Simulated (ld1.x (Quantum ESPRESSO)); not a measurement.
Sb (Z = 51) TM: all-electron and pseudo phase curves

| Item | Value |
| --- | --- |
| Element | Sb |
| Generator | ld1.x (Quantum ESPRESSO) 7.5 |
| Type | norm-conserving Troullier–Martins (Kleinman–Bylander form) |
| Functional | BLYP |
| Relativity | scalar-relativistic |
| Frozen core | [Ar] 3d10 4s2 |
| Valence charge | 21 |
| Reference configuration | 4p6 4d10 5s2 5p3 |
| Partial waves | 4p (bound): rc 1.40 bohr; 4d (bound): rc 0.90 bohr; 5s (bound): rc 1.90 bohr |
| Local potential | the s channel |
| Core correction | none |

Occupied shells without a wave of their own: 5p. They enter only through the test configuration that unscreens the potential.

The phase is arctan(r·u′/u) with u = r·R(r), unwrapped; energies in Ry, scanned from -9 to 5 Ry. A pole is an energy at which the radial function vanishes at the test radius. The pseudo phase is shifted by a multiple of π to meet the all-electron one at the reference energy, and phase errors are pseudo minus all-electron; the curves can meet again beyond the range given. Levels narrower than the energy grid can be missing from the lists of poles.

```tsv
channel	radius (bohr)	reference energy (Ry)	poles, all-electron	poles, pseudo	unbroken range about the reference energy with phases within 0.05 rad	phase error 1 Ry above the reference energy (rad)
s	2.04	-0.94	2.82	2.51	below 4.3	-0.005
p	2.04	-7.46	-7.40, 4.71	-7.40	below -2.4	+0.005
d	2.04	-2.45	-2.16	-2.16	below 0.2	+0.013
```

The potential misses its own reference levels by up to 1.7 eV, so it is not fit for use.

Phases in the d channel:

```
E (Ry)  all-electron  pseudo
 -9.00         1.402   1.403
 -8.52         1.396   1.398
 -8.04         1.391   1.392
 -7.56         1.384   1.386
 -7.08         1.377   1.379
 -6.60         1.368   1.371
 -6.12         1.358   1.361
 -5.64         1.347   1.350
 -5.16         1.332   1.336
 -4.68         1.313   1.318
 -4.20         1.286   1.292
 -3.72         1.241   1.249
 -3.24         1.140   1.152
 -2.76         0.524   0.555
 -2.28        -1.490  -1.488
 -1.80        -1.694  -1.685
 -1.32        -1.768  -1.754
 -0.84        -1.820  -1.799
 -0.36        -1.869  -1.838
  0.12        -1.925  -1.878
  0.60        -1.996  -1.924
  1.08        -2.096  -1.982
  1.56        -2.255  -2.058
  2.04        -2.532  -2.165
  2.52        -3.019  -2.329
  3.00        -3.618  -2.591
  3.48        -4.036  -2.998
  3.96        -4.268  -3.487
  4.44        -4.404  -3.878
  4.92        -4.491  -4.126
```
